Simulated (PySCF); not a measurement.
ReF6, SMILES [F][Re+]([F])([F])([F])([F])[F], charge +1, multiplicity 1.

The structure is a stationary point at B3LYP-D3(BJ)/def2-SVP. The multiplicity is an assumed one; no other spin state was optimised. The isomer is the one that the SMILES or the coordinates give; other isomers of the formula were not compared. The def2 effective core potentials stand for the cores of Re; spin–orbit coupling is left out.

Level of theory: HF/def2-TZVP in PySCF.

Symmetry labels are those of the subgroup D2h that the program uses (full group Oh).

Computed valence orbital energies around the gap with their symmetry:
```
orbital  symmetry  energy (eV)
-------  --------  -----------
HOMO−7        B2u       -26.01
HOMO−6        B3u       -26.01
HOMO−5        B1u       -25.83
HOMO−4        B2u       -25.83
HOMO−3        B3u       -25.83
HOMO−2        B1g       -25.22
HOMO−1        B2g       -25.22
HOMO          B3g       -25.22
LUMO          B1g       -10.62
LUMO+1        B2g       -10.62
LUMO+2        B3g       -10.62
LUMO+3         Ag        -4.20
```
